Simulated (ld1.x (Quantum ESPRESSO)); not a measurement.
**What one change does to a pseudopotential (Bi (Z = 83), PAW)**

```
Element                 : Bi (Z = 83)
Generator               : ld1.x (Quantum ESPRESSO) 7.5
Type                    : PAW
Functional              : LDA (PZ)
Relativity              : scalar-relativistic
Frozen core             : [Xe] 4f14
Valence charge          : 15
Reference configuration : 5d10 6s2 6p3
Partial waves           : 6s (bound): rcut 1.45, rcutus 1.80 bohr; 6s channel at -0.1 Ry: rcut 1.45, rcutus 1.80 bohr; 6p (bound): rcut 1.90, rcutus 2.00 bohr; 6p channel at 2.2 Ry: rcut 1.90, rcutus 2.00 bohr; 5d (bound): rcut 0.90, rcutus 1.05 bohr; 5d channel at -1.45 Ry: rcut 0.90, rcutus 1.05 bohr
Local potential         : all-electron potential smoothed inside 1.95 bohr (lloc = -2)
Core correction         : Bessel-smoothed model core inside 0.85 bohr
Augmentation charge     : PSQ, inside the norm-conserving radii
```

All-electron outer shells of the reference configuration (LDA (PZ), scalar-relativistic, ld1.x):

```
shell  level (eV)  outermost node (bohr)  outermost maximum (bohr)
   4f     -152.95                      –                      0.34
   5p      -95.96                   0.48                      0.86
   5d      -27.18                   0.51                      1.03
   6s      -14.76                   0.98                      1.86
   6p       -4.77                   1.14                      2.44
```

Change: local potential all-electron potential smoothed inside 2.12 bohr (lloc = -2).

Cutoffs: the cutoffs (Ry, on a coarse ladder) from which the occupation-weighted sum of valence levels, in a spherical-Bessel basis at the reference potential, stays within 10 and 1 mRy of its value at 400 Ry; they do not see the model core or the augmentation charge, which bear on the density cutoff. Errors are all-electron minus pseudo energies relative to the spin-unpolarised reference configuration.

Problem. How do hardness, ghosts and transferability respond?

Solution. The potential gets neither clearly harder nor softer (100 Ry and 180 Ry → 100 Ry and 200 Ry); a bound ghost appears in s, which as a rule spoils a file; the errors of the 9 common tests hardly move. A state that the projectors do not describe sees the local part alone, so a deeper or shallower local part can create or remove a ghost.

| quantity | base | changed |
| --- | --- | --- |
| cutoff, loose | 100 Ry | 100 Ry |
| cutoff, tight | 180 Ry | 200 Ry |
| loose cutoff by channel (10 mRy a level) | s 10 Ry, p 10 Ry, d 70 Ry | s 12 Ry, p 10 Ry, d 70 Ry |
| bound ghosts | none | s |
| error for 5d10 6s2 6p2, meV [ΔE 8.15 eV] | -3.7 | -3.7 |
| error for 5d10 6s2 6p1, meV [ΔE 23.72 eV] | -11 | -11 |
| error for 5d10 6s2 6p0, meV [ΔE 47.43 eV] | -25 | -25 |
| error for 5d10 6s1 6p3, meV [ΔE 19.05 eV] | -5.3 | -5.4 |
| error for 5d10 6s1 6p4, meV [ΔE 10.18 eV] | -1.8 | -1.9 |
| error for 5d10 6s2 6p3.3, meV [ΔE -1.15 eV] | +0.6 | +0.6 |
| error for 5d9 6s2 6p4, meV [ΔE 24.12 eV] | -56 | -61 |
| error for 5d10 6s2 6p3 (spin-polarised), meV [ΔE -1.02 eV] | +0.2 | +0.2 |
| error for 5d10 6s2 6p2 (spin-polarised), meV [ΔE 7.60 eV] | -3.8 | -3.8 |
| lowest overlap eigenvalue by channel | s 0.52, p 0.58, d 0.85 | s 0.56, p 0.58, d 0.87 |

 A true bound ghost makes a file unfit for plane-wave use even where its test errors are small: the radial tests pick states by their node count and pass the ghost by.
